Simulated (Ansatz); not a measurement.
Stepwise reaction of `[Cl][SnH]([Cl])[Cl]` with water, as a gas-phase model of exchange steps in deposition or etching. ΔE in kJ/mol.

Program: Ansatz. Geometries: PBE0-D4/def2-TZVP. ΔE: electronic, gas phase. CCSD(T)/CBS adds triple-zeta CCSD(T) − MP2 to the extrapolated MP2 energy (def2 sets, frozen cores). This one scheme is used for every species. Functionals use def2-TZVPP. B3LYP here is the variant with VWN-RPA as its local correlation; programs differ in this. def2 core potentials past Kr. For Sn outer-core shells are correlated without core-valence functions, which leaves a few kJ/mol of doubt a bond. Each species was taken in one conformer, which may not be the lowest.

```
step                                                   reaction  PBE-D4  B3LYP-D4  ωB97M-V  CCSD(T)/CBS
   1  `[Cl][SnH]([Cl])[Cl]` + H₂O → `[OH][SnH]([Cl])[Cl]` + HCl    58.2      59.5     59.2         60.1
   2  `[OH][SnH]([Cl])[Cl]` + H₂O → `[OH][SnH]([OH])[Cl]` + HCl    63.3      64.4     63.9         64.0
   3  `[OH][SnH]([OH])[Cl]` + H₂O → `[OH][SnH]([OH])[OH]` + HCl    67.8      68.2     67.6         67.5
```

(1) By hand: ΔE of the 3 steps together at CCSD(T)/CBS.

## Answers

(1) (60.1) + (64.0) + (67.5) = 191.6 kJ/mol, or 63.9 kJ/mol a step.

In ΔE each step is higher than the one before. All are uphill at CCSD(T)/CBS. PBE-D4 differs from CCSD(T)/CBS by -1.9 to 0.3 kJ/mol a step. Isolated molecules leave out the surface, adducts and barriers. Largest T1 diagnostic: 0.014.
